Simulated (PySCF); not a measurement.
Species: C₄H₆NSi (doublet state).
Atom-mapped SMILES: `[SiH2:1][n:2]1[cH:3][cH:4][cH:5][cH:6]1` (hydrogens: H7, H8 on Si1; H9 on C3; H10 on C4; H11 on C5; H12 on C6)

Method: UKS B3LYP, pcH-1 on C H N Si, non-relativistic, mean-field spin-orbit, GIAO in PySCF 2.14.0. The structure is a single GFN2-xTB conformer in the gas phase; no vibrational or solvent corrections. Couplings are sensitive to structure, and on GFN2-xTB geometries they can be far from those on DFT ones, by a factor of two or more for some ions and for spin on atoms past the first row. Stability of the SCF solution: not tested.

(1) Where do the isotropic ENDOR lines of N2, H7/H8 and H10/H11 fall at 342.0 mT, to first order?

(2) Which pairs are centred on the nuclear Larmor frequency, and which on half the coupling?

(3) At what field would the lower line of N2 fall to zero frequency?

## Answers

(1) ν± = |νn ± a/2|, one line for each electron-spin manifold; νn = |g_N| × 7.62259 MHz/T × B.

```csv
nuclei,isotope,g_N,νn (MHz),a_iso (MHz),lower line (MHz),upper line (MHz)
N2,14N,0.4038,1.05,8.51,3.20,5.31
H7/H8,1H,5.5857,14.56,72.34,21.61,50.73
H10/H11,1H,5.5857,14.56,-2.14,13.49,15.63
```

(2) Centred on νn, since |a| < 2νn: H10/H11. Centred on |a|/2 and split by 2νn: N2 and H7/H8.

(3) Where νn = |a|/2, that is B = 4.26 MHz/(0.4038 × 7.62259 MHz/T) = 1380 mT, as far as first order holds there.

Class means assume fast exchange of nuclei equivalent by connectivity; if that motion is slow, each nucleus keeps its own coupling.
